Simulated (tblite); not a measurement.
Compound: C5H7P3.
Bonds: C1–C2, C2–C3, C3–P4 (aromatic), P4–C5 (aromatic), C5–P6 (aromatic), P6–C7 (aromatic), C7–P8 (aromatic), C3–P8 (aromatic). Hydrogens: H9, H10, H11 on C1; H12, H13 on C2; H14 on C5; H15 on C7.

Structure optimised with GFN2-xTB, isolated species.

**Question.** What internal coordinates does the optimisation give?

**Answer.** 
```csv
bond,length (Å),order
C1–C2,1.528,single
C2–C3,1.513,single
"C3–P4, C3–P8",1.742,aromatic
"P4–C5, C7–P8",1.729,aromatic
"C5–P6, P6–C7",1.729,aromatic
"C1–H9, C1–H10, C1–H11",1.089,single
"C2–H12, C2–H13",1.094,single
"C5–H14, C7–H15",1.088,single
```

Bonds in one row agree within 0.01 Å and their mean is given. Orders are formal, as drawn. A selection of angles:
```csv
angle,degrees
C1–C2–C3,110.0
C2–C3–P4,113.9
P4–C3–P8,132.2
C3–P4–C5,106.6
P4–C5–P6,134.9
C5–P6–C7,104.9
```

Dihedral angles: C1–C2–C3–P4 89° (synclinal).

The 6-membered ring C3–P4–C5–P6–C7–P8 has internal angles of 104.9° to 134.9° (sum 720°, against 720° for a flat polygon); it is planar, 0.00 Å rms from its mean plane, widest ring torsion 1°.

Point group: Cs (tolerance 0.08 Å). Its GFN2-xTB frequencies are all real (lowest 45 cm⁻¹). One conformer, not necessarily the lowest.

Hardware: an AMD EPYC 9R45 with one thread, shared host. Cost: 0.32 s of wall time. That covers the optimisation of the geometry.

These are computed values.
